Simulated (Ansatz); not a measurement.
PBE exchange is replaced step by step with exact exchange (0 % is PBE, 25 % PBE0; no dispersion term), basis def2-TZVP, Ansatz. System: SeOCl2 (SeCl2O). Total charge 0; singlet. Geometry: B3LYP-D4/def2-SVP.

Geometry of the singlet:

```csv
atom,x (Å),y (Å),z (Å)
Se1,0.3993,-0.3624,0.4046
O2,1.5760,0.3380,-0.4288
Cl3,-0.9582,1.2897,1.1272
Cl4,-1.0171,-1.2653,-1.1030
```

| exact exchange (%) | HOMO (eV) | LUMO (eV) | gap (eV) |
| --- | --- | --- | --- |
| 0 | -7.74 | -3.99 | 3.75 |
| 5 | -7.99 | -3.85 | 4.15 |
| 10 | -8.25 | -3.70 | 4.54 |
| 15 | -8.50 | -3.56 | 4.94 |
| 25 | -9.01 | -3.25 | 5.76 |
| 35 | -9.53 | -2.94 | 6.59 |

(1) Fit a straight line to the column «gap (eV)» against the share of exact exchange and predict its value at 50 %.

Results:

(1) With x = exact exchange (%) and y = gap (eV): mean x = 15, mean y = 4.955; Σ(x − x̄)(y − ȳ) = 68.95, Σ(x − x̄)² = 850; slope b = 0.08112, intercept a = ȳ − b·x̄ = 3.738. The residuals of the fitted rows reach 0.01. At x = 50 the line gives 3.738 + (0.08112 × 50) = 7.79; the run gave 7.86, 0.07 more than the line.
